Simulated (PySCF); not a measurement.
From results back to the method.

Compound: trimethylsilane, C3H10Si.
InChI=1S/C3H10Si/c1-4(2)3/h4H,1-3H3

The closed-shell ground state was solved 7 times with PySCF (density fitting, gas phase), always with PBE0, in these basis sets: 6-311+G(2d,p), IGLO-III, STO-3G, aug-cc-pVDZ, def2-TZVP, pcSseg-1 and pcSseg-2. Geometry: PBE0-D3(BJ)/def2-SVP; no solvent, vibrations or thermal averaging.

| row | total energy (Eh) | HOMO (eV) | LUMO (eV) | dipole (D) |
| --- | --- | --- | --- | --- |
| P | -409.6380 | -8.53 | 1.07 | 0.58 |
| Q | -409.6448 | -8.54 | 0.65 | 0.57 |
| R | -409.6470 | -8.55 | 0.52 | 0.57 |
| S | -409.6283 | -8.56 | 0.09 | 0.58 |
| T | -409.5892 | -8.52 | -0.11 | 0.57 |
| U | -409.5569 | -8.60 | 1.32 | 0.56 |
| V | -404.8556 | -6.94 | 8.73 | 0.16 |

Which basis belongs to which row?

P = def2-TZVP, Q = IGLO-III, R = pcSseg-2, S = 6-311+G(2d,p), T = aug-cc-pVDZ, U = pcSseg-1, V = STO-3G. From the lowest total energy up: pcSseg-2 (291 functions) 0 eV; IGLO-III (249 functions) +0.06 eV; def2-TZVP (190 functions) +0.24 eV; 6-311+G(2d,p) (176 functions) +0.51 eV; aug-cc-pVDZ (186 functions) +1.57 eV; pcSseg-1 (125 functions) +2.45 eV; STO-3G (34 functions) +130.38 eV.
